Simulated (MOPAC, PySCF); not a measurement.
[Hf(Cl)3(H)], neutral singlet in the gas phase. 

Z-matrix (Å, degrees):
```
Hf
H 1 1.8249
Cl 1 2.3338 2 104.73
Cl 1 2.3339 2 104.58 3 119.97
Cl 1 2.3339 2 104.55 4 120.08
```
Charge 0, multiplicity 1.

All levels are single points at this geometry (r2SCAN-D4/def2-SVP); Pople sets use spherical d functions. Orbital energies aren't observables, and empty levels follow the basis.

| level | HOMO (eV) | LUMO (eV) | gap (eV) | dipole (D) | vertical IE, Delta-SCF (eV) |
|---|---|---|---|---|---|
| B3LYP-D3(BJ)/def2-TZVP in PySCF | -9.05 | -2.47 | 6.57 | 0.24 | – |
| TPSSh-D3(BJ)/def2-TZVP in PySCF | -8.62 | -2.68 | 5.95 | 0.29 | – |
| BP86/6-31G* (LANL2DZ on Hf) in PySCF | -8.35 | -3.68 | 4.67 | 0.28 | – |
| SVWN5/6-31G* (LANL2DZ on Hf) in PySCF | -8.27 | -3.75 | 4.52 | 0.29 | – |
| PM6 in MOPAC | -11.18 | -2.40 | 8.78 | 1.89 | – |
| PM7 in MOPAC | -11.67 | -1.57 | 10.10 | 1.23 | – |
